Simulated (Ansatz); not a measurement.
Reaction (redistribution): `[SiH3][SiH2]Cl` + `BN(C)[SiH2]N` → `BN(C)[SiH2]Cl` + `N[SiH2][SiH3]`

Program: Ansatz. Geometries: PBE0-D4/def2-TZVP. ΔE: electronic, gas phase. CCSD(T)/CBS is the MP2 limit (def2-TZVPP, def2-QZVPP) plus CCSD(T) − MP2 in def2-TZVPP, frozen cores. This one scheme is used for every species. DFT in def2-TZVPP. One conformer a species, not always the lowest.

(1) Is it downhill or uphill in electronic energy at CCSD(T)/CBS, and by how much? (An estimate is asked.)

(2) What do these levels give: PBE-D4, PBE0-D4, ωB97M-V, HF/def2-TZVPP, CCSD/def2-TZVPP, HF/def2-QZVPP? (An estimate is asked.)

Largest T1 diagnostic among the species: 0.012.

Answers

(1) The calculation gave: Uphill: ΔE = +3.9 kJ/mol.

(2) Computed: PBE-D4 5.6, PBE0-D4 5.0, ωB97M-V 5.0, HF/def2-TZVPP 3.5, CCSD/def2-TZVPP 4.1, HF/def2-QZVPP 3.4 kJ/mol.
